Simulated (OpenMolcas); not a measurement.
## Pb: from CASSCF to CASPT2

- Program: OpenMolcas
- Basis: ANO-RCC-VTZP [8s7p5d3f2g]
- Scalar Hamiltonian: DKH2, point nucleus
- Active space: 4 electrons in 8 orbitals (6s 6p 7s 7p)
- State averaging: 2S+1 = 3 even, 3 roots; 2S+1 = 1 even, 6 roots; 2S+1 = 5 odd, 1 root; 2S+1 = 3 odd, 5 roots (0 in the spin-orbit step)
- Spin-orbit coupling: RASSI with atomic mean-field integrals over the reference wave functions, term energies averaged over their components

Methods on the same reference wave functions:
A. CASSCF
B. SS-CASPT2, IPEA 0.25 Eh, imaginary shift 0.1 Eh (closed shells correlated: 5d)
C. XMS-CASPT2, IPEA 0.25 Eh, imaginary shift 0.1 Eh (closed shells correlated: 5d)

Energies in cm⁻¹ above 6s² 6p² ³P₀, the measured ground level; measured values from NIST Handbook of Basic Atomic Spectroscopic Data.

```tsv
Level	A	B	C	Measured
6s² 6p² ³P₀	0.0	0.0	0.0	0.0
6s² 6p² ³P₁	6178	6090	6050	7819
6s² 6p² ³P₂ [66 %]	9599	9100	9050	10650
6s² 6p² ¹D₂ [66 %]	19157	18140	18080	21458
6s² 6p² ¹S₀	26610	27170	27510	29467
```

Deviations, from unrounded energies. A percentage is the sum of absolute deviations over the sum of measured energies, with the sign that they share, or ± where signs differ.

```json
{"Against measurement": "mean absolute deviation (cm-1)", "Levels": "4", "A": "2000", "B": "2200", "C": "2200"}
{"Against measurement": "fine structure of the ground term (%)", "Levels": "2", "A": "-14.6", "B": "-17.7", "C": "-18.3"}
{"Against measurement": "other terms of the ground configuration (%)", "Levels": "2", "A": "-10.1", "B": "-11.0", "C": "-10.5"}
```

A lies closest to measurement on these levels and B furthest from it. The largest miss of A in the table is 6s² 6p² ¹S₀, by -2900 cm-1. The ranking rests on the paired levels alone, and a cruder setting can come out closer through cancelling errors.

Between B and C the level of the table that moves most is 6s² 6p² ¹S₀, by 350 cm-1 (lowest in B, highest in C). Moves below CASPT2's spread within the term are not significant.

The mean deviations of B to C differ by less than CASPT2's widest spread within a term (72 cm-1), so their order carries little weight.

From A to B the spin-free energies of the other terms of 6s² 6p² shown, above ³P, scale by factors of 0.82 to 1.05.

The lowest spin-free term lies below A's lowest term by 0.441 hartree in B, 0.443 hartree in C.

Term energies are means over components that CASPT2 splits; among the terms shown or strongly mixed into the levels shown the widest spread is 72 cm-1 (6s² 6p² ¹D, C). Some high roots are left out of the spin-orbit mixing, which shifts the levels that they would mix with. Active for correlation alone: 7p 7s; no level in the range computed is led by a configuration that fills them, so any true level of that kind is missing. Spin-orbit splittings of 6p shells tend to come out small when the coupling is added on scalar orbitals. Computed and measured levels are paired by configuration, term and J; levels that our copy of the source lacks, or whose pairing is in doubt (as where it misses far off the trend of its configuration), stay unpaired and out of the deviations. Where the source uses jj or jK labels, the order within each J decides. Only configurations of the active space appear. The table leaves out levels that lie high or whose names do not pair safely across all columns.

A share in square brackets marks a mixed level and gives the weight of the term that names it, the lowest over the columns.
